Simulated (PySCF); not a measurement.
PySCF run on Rb

File input.py (PySCF 2.14):

```python
from pyscf import gto, scf, cc

mol = gto.M(
    atom='Rb 0 0 0',
    basis='jorge-dzp-dkh',
    charge=0,
    spin=1,
    verbose=4,
)
mf = scf.ROHF(mol)
mf = mf.sfx2c1e()
mf.kernel()
mycc = cc.CCSD(mf, frozen=9)
mycc.kernel()
e = mycc.ipccsd(nroots=6)[0]
print('roots (eV) =', (e*27.211386).round(3))
mf.dip_moment()
print('orbital energies (hartree):', mf.mo_energy[..., max(0, mol.nelec[1]-3):mol.nelec[0]+3].round(4))
```

```bash
$ python input.py
```

The log (some set-up lines and the per-cycle HOMO/LUMO lines with their warnings removed):

```
PySCF version 2.14.0

[INPUT] verbose = 4
[INPUT] num. atoms = 1
[INPUT] num. electrons = 37
[INPUT] charge = 0
[INPUT] spin (= nelec alpha-beta = 2S) = 1
[INPUT] symmetry False subgroup None
[INPUT] Mole.unit = angstrom
[INPUT] Symbol           X                Y                Z      unit          X                Y                Z       unit  Magmom
[INPUT]  1 Rb     0.000000000000   0.000000000000   0.000000000000 AA    0.000000000000   0.000000000000   0.000000000000 Bohr   0.0

nuclear repulsion = 0
number of shells = 16
number of NR pGTOs = 94
number of NR cGTOs = 36
basis = jorge-dzp-dkh
ecp = {}

******** <class 'pyscf.x2c.sfx2c1e.sfX2C1eROHF'> ********
method = sfX2C1eROHF
initial guess = minao
damping factor = 0
level_shift factor = 0
DIIS = <class 'pyscf.scf.diis.CDIIS'>
diis_start_cycle = 1
diis_space = 8
diis_damp = 0
SCF conv_tol = 1e-09
SCF conv_tol_grad = None
SCF max_cycles = 50
direct_scf = True
direct_scf_tol = 1e-13
num. doubly occ = 18  num. singly occ = 1

******** <class 'pyscf.x2c.sfx2c1e.SpinFreeX2CHelper'> ********
approx = 1e
xuncontract = 1
Set gradient conv threshold to 3.16228e-05
init E= -2978.75205135195
cycle= 1 E= -2978.86527683795  delta_E= -0.113  |g|= 0.0368  |ddm|= 0.804
cycle= 2 E= -2978.86616586801  delta_E= -0.000889  |g|= 0.00464  |ddm|= 0.343
cycle= 3 E= -2978.86625606444  delta_E= -9.02e-05  |g|= 0.00145  |ddm|= 0.108
cycle= 4 E= -2978.86626548062  delta_E= -9.42e-06  |g|= 0.000316  |ddm|= 0.04
cycle= 5 E= -2978.8662657908  delta_E= -3.1e-07  |g|= 1.95e-05  |ddm|= 0.00904
cycle= 6 E= -2978.8662657925  delta_E= -1.69e-09  |g|= 6.46e-07  |ddm|= 0.000666
cycle= 7 E= -2978.8662657925  delta_E= -1.82e-12  |g|= 7.31e-08  |ddm|= 1.15e-05
Extra cycle  E= -2978.8662657925  delta_E= 1.36e-12  |g|= 1.42e-08  |ddm|= 5.32e-07
converged SCF energy = -2978.8662657925

WARN: RCCSD method does not support ROHF method. ROHF object is converted to UHF object and UCCSD method is called.

******** <class 'pyscf.cc.uccsd.UCCSD'> ********
CC2 = 0
CCSD nocc = (np.int64(10), np.int64(9)), nmo = (27, 27)
frozen orbitals 9
max_cycle = 50
direct = 0
conv_tol = 1e-07
conv_tol_normt = 1e-06
diis_space = 6
diis_start_cycle = 0
diis_start_energy_diff = 1e+09
Init t2, MP2 energy = -0.0825991597206682
Init E_corr(UCCSD) = -0.0826666685327937
cycle = 1  E_corr(UCCSD) = -0.0884648514635472  dE = -0.00579818293  norm(t1,t2) = 0.0193475
cycle = 2  E_corr(UCCSD) = -0.0891222716119327  dE = -0.000657420148  norm(t1,t2) = 0.00626247
cycle = 3  E_corr(UCCSD) = -0.0893362977604108  dE = -0.000214026148  norm(t1,t2) = 0.0027929
cycle = 4  E_corr(UCCSD) = -0.0893086927082552  dE = 2.76050522e-05  norm(t1,t2) = 0.000491317
cycle = 5  E_corr(UCCSD) = -0.0893052371030146  dE = 3.45560524e-06  norm(t1,t2) = 7.58502e-05
cycle = 6  E_corr(UCCSD) = -0.0893056595578061  dE = -4.22454791e-07  norm(t1,t2) = 7.93619e-06
cycle = 7  E_corr(UCCSD) = -0.0893056416310683  dE = 1.79267378e-08  norm(t1,t2) = 1.26851e-06
cycle = 8  E_corr(UCCSD) = -0.0893056319226082  dE = 9.70846012e-09  norm(t1,t2) = 3.18864e-07
UCCSD converged
E(UCCSD) = -2978.955571424419  E_corr = -0.08930563192260821

******** <class 'pyscf.cc.eom_uccsd.EOMIP'> ********
max_space = 20
max_cycle = 50
conv_tol = 1e-07
partition = None
EOM-CCSD root 0 E = 0.1434638307319602  qpwt = 0.99938  conv = True
EOM-CCSD root 1 E = 0.7829044546259259  qpwt = 0.888404  conv = True
EOM-CCSD root 2 E = 0.7829044562631111  qpwt = 0.888404  conv = True
EOM-CCSD root 3 E = 0.7829044591989521  qpwt = 0.888404  conv = True
EOM-CCSD root 4 E = 0.7869265659235286  qpwt = 0.862473  conv = True
EOM-CCSD root 5 E = 0.7869265660635847  qpwt = 0.862473  conv = True
roots (eV) = [ 3.904 21.304 21.304 21.304 21.413 21.413]
Dipole moment(X, Y, Z, Debye):  0.00000, -0.00000, -0.00000
orbital energies (hartree): [-0.8081 -0.8081 -0.8081 -0.0582  0.0185  0.0185  0.0185]
```

In short: E(SCF) = -2978.866266 Eh, 7 cycles, E(CCSD) − E(SCF) = -0.08931 Eh, ionisation roots 3.904, 21.304, 21.304, 21.304, 21.413, 21.413 eV.

Wall time 2.5 s on one thread of a shared host.

No search for the lowest solution was made.
